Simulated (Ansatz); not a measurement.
Breaking the Ge1–O2 bond in GeO (multiplicity 1 held). Energies count from the point at 1.632 Å.


R- and RO- levels are restricted; in cc, def2 and unpolarised 6-31G sets they are followed outwards from rest. Active spaces are followed from rest. Levels need not reach the same state.

Frozen-core correlation. Filled d and f shells under p-block atoms count as core.

Programs: Ansatz (a quantum-chemistry and plane-wave program) with Gaussian orbitals. Values without a source in brackets are computed.

Task: What energy at R = 6.530 Å does R-r2SCAN/cc-pVTZ give?

Result: 234.7 kcal/mol

Task: What energy at R = 6.530 Å does FIC-MRCISD+Q on CASSCF(10,8)/cc-pVTZ give?

Result: 152.1 kcal/mol

Task: Estimate the energy at R = 6.530 Å that R-wB97X-V/cc-pVTZ returns for this input.

Result: 241.8 kcal/mol

Doubts at one or more of the structures used: a restricted determinant that unrestricted orbitals would lower (R-r2SCAN/cc-pVTZ, R-wB97X-V/cc-pVTZ).
